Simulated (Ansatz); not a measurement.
Basis sets compared for GeHF₃. Total charge 0; singlet. Geometry PBE0-D4/def2-TZVP. Ansatz on 2 threads of AMD EPYC 7R13 on a shared host; times are rough, and most runs start from earlier orbitals.

```xyz
5

Ge    0.055   -0.066   -0.008
H     1.022   -1.227   -0.139
F    -1.545   -0.505   -0.409
F     0.467    1.241   -1.025
F     0.001    0.557    1.581
```

The 6-31G sets use Cartesian d functions. B3LYP takes the VWN-RPA correlation.

Binding counts from free atoms (Ge triplet, H doublet, F doublet) in the same basis, without a counterpoise term.

```tsv
level	functions	energy (Eh)	HOMO (eV)	LUMO (eV)	binding per atom (eV)	wall time
HF/STO-3G	34	-2346.4819	-10.66	10.67	2.28	0.2 s
HF/6-31G	58	-2373.9631	-15.81	3.04	2.14	0.4 s
PBE-D4/def2-SVP	79	-2376.1420	-9.33	-1.34	3.72	0.65 s
B3LYP-D4/6-31G	58	-2376.8674	-11.01	-1.22	3.32	0.8 s
PBE0-D4/def2-SVP	79	-2376.1938	-11.22	-0.28	3.54	0.95 s
```

**Question.** Estimate the rows for PBE-D4/def2-TZVP, B3LYP-D4/def2-TZVP, PBE0-D4/def2-TZVP.

**Answer.** 
```json
{"level": "PBE-D4/def2-TZVP", "functions": "147", "energy (Eh)": "-2376.7903", "HOMO (eV)": "-9.58", "LUMO (eV)": "-1.58", "binding per atom (eV)": "3.71", "wall time": "1.1 s"}
{"level": "B3LYP-D4/def2-TZVP", "functions": "147", "energy (Eh)": "-2377.4364", "HOMO (eV)": "-11.11", "LUMO (eV)": "-0.89", "binding per atom (eV)": "3.58", "wall time": "1.5 s"}
{"level": "PBE0-D4/def2-TZVP", "functions": "147", "energy (Eh)": "-2376.8406", "HOMO (eV)": "-11.35", "LUMO (eV)": "-0.46", "binding per atom (eV)": "3.57", "wall time": "1.6 s"}
```
